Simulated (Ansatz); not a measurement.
Species: sum formula HBO2Cl (charge 0, doublet). It need not be the lowest isomer of its formula. 
Structure (B3LYP-D3(BJ)/def2-TZVP (Ansatz, a quantum-chemistry and plane-wave program) minimum search):
```
B
O 1 1.3432
O 1 1.3468 2 124.34
H 3 0.9627 1 114.40 2 180.00
Cl 1 1.7888 2 110.84 3 180.00
```
Charge 0, spin multiplicity 2.

Property: atomisation energy (electronic, to ground-state atoms), in eV. Valence correlation only, unless marked. UHF or UKS for open shells. Spin-orbit coupling is left out. Non-relativistic. The coupled-cluster limit lacks core correlation, which all-electron functionals hold. Basis-set limits of correlation are two-point, X^-3; Hartree-Fock from the larger set. The bracket is a focal-point correction in the basis named.

| level | program | atomisation energy (eV) |
|---|---|---|
| BLYP-D3(BJ)/def2-TZVPD | Ansatz + dftd3 | 20.82 |
| revPBE-D4/def2-TZVPD | Ansatz + dftd4 | 20.73 |
| BHLYP-D4/def2-TZVPD | Ansatz + dftd4 | 19.64 |
| CAM-B3LYP-D4/def2-TZVPD | Ansatz + dftd4 | ___ |
| RPA@PBE/cc-pV(T+d)Z | Ansatz | 18.64 |
| SCS-MP2/STO-3G | Ansatz | 17.87 |
| SCS-MP2/cc-pV(T+d)Z | Ansatz | 20.27 |
| CCSD/6-31G | Ansatz | ___ |
| RI-MP2/CBS(aug-cc-pV(T+d)Z,aug-cc-pV(Q+d)Z)+[CCSD(T)-MP2]/aug-cc-pV(T+d)Z | Ansatz | ___ |

### Question
Fill in the missing entries.

### Answer

- CAM-B3LYP-D4/def2-TZVPD, atomisation energy (eV): 20.70
- CCSD/6-31G, atomisation energy (eV): 15.88
- RI-MP2/CBS(aug-cc-pV(T+d)Z,aug-cc-pV(Q+d)Z)+[CCSD(T)-MP2]/aug-cc-pV(T+d)Z, atomisation energy (eV): 20.53
